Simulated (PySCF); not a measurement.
**A series of related molecules**

Method used: GIAO KT3/pcSseg-1 magnetisability, rotational g tensor and spin-rotation constants, non-relativistic, gas phase in PySCF. Geometry: GFN2-xTB.

Each molecule in one low-energy conformer.

(1) How does the isotropic susceptibility change along this series?
- CC(=S)C1=CC=C[SiH2]1 (H on C replaced by C(S)CH3)
- N#CC1=CC=C[SiH2]1 (H on C replaced by CN)
- CC(=O)OC1=CC=C[SiH2]1 (H on C replaced by OCOCH3)
- C=CCC1=CC=C[SiH2]1 (H on C replaced by allyl)
- O=S(=O)(O)C1=CC=C[SiH2]1 (H on C replaced by SO3H)
- ClC(Cl)C1=CC=C[SiH2]1 (H on C replaced by CHCl2)

Results:

(1) 
```
                molecule  χ, cgs (10⁻⁶ cm³/mol)  magnetisability anisotropy (10⁻³⁰ J/T²)
    CC(=S)C1=CC=C[SiH2]1                  -66.2                                      600
       N#CC1=CC=C[SiH2]1                  -56.2                                      380
   CC(=O)OC1=CC=C[SiH2]1                  -73.8                                      571
      C=CCC1=CC=C[SiH2]1                  -70.7                                      345
O=S(=O)(O)C1=CC=C[SiH2]1                  -74.9                                      431
   ClC(Cl)C1=CC=C[SiH2]1                  -85.5                                      498
```
The isotropic susceptibility is lowest for ClC(Cl)C1=CC=C[SiH2]1 and highest for N#CC1=CC=C[SiH2]1.
